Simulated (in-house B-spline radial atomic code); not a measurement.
Ionising Te with different functionals

Computed with an all-electron radial atomic-structure program (B-spline basis): scalar-relativistic (spin-free X2C) Hamiltonian, Fermi nucleus of rms radius 4.7423 fm, spin-polarised at highest spin, spherical fractional occupations for the functionals, the average over the highest-spin determinants for Hartree-Fock. The ionisation energy is the difference of two self-consistent energies, [Kr] 4d10 5s2 5p4 → [Kr] 4d10 5s2 5p3, without Breit or QED terms; ε is the level of the shell that loses the electron (its least bound occupied spin orbital). There is no spin-orbit coupling in this Hamiltonian.

Hybrids are left out here: with spherical fractional occupations of an open shell their exact exchange keeps a self-interaction that integer-occupation calculations don't have.

| method | rung | ΔSCF (eV) | -ε(5p) (eV) |
| --- | --- | --- | --- |
| Hartree-Fock | Hartree-Fock | 7.56 | 8.14 |
| LDA VWN5 | LDA | 9.03 | 5.50 |
| LDA PW92 | LDA | 9.04 | 5.51 |
| LDA exchange-only | LDA | 7.47 | 4.15 |
| PBE | GGA | 8.65 | 5.20 |
| PBEsol | GGA | 8.66 | 5.22 |
| BLYP | GGA | ? | ? |
| RPBE | GGA | 8.52 | 5.11 |
| PW91 | GGA | 8.72 | 5.26 |
| BP86 | GGA | ? | ? |
| AM05 | GGA | 8.61 | 5.17 |
| OLYP | GGA | 8.30 | 4.90 |
| TPSS | meta-GGA | 8.58 | 5.19 |
| SCAN | meta-GGA | 8.49 | 5.12 |
| r2SCAN | meta-GGA | 8.41 | 5.16 |
| revTPSS | meta-GGA | 8.56 | 5.17 |

Question: What does BLYP give?

Answer: ΔSCF 8.74 eV, and -ε(5p) = 5.19 eV.

Question: What does BP86 give?

Answer: ΔSCF 8.85 eV, and -ε(5p) = 5.37 eV.

Question: How do they compare with the NIST value?

Answer: NIST lists 9.010 eV (measured, ground level to ground level). Errors run from -1.54 to +0.03 eV; LDA VWN5 is closest (+0.02 eV), but part of that can be cancellation, since the calculations leave out spin-orbit coupling, Breit-QED terms, multiplet and fine-structure energies. Hartree-Fock also lacks correlation.
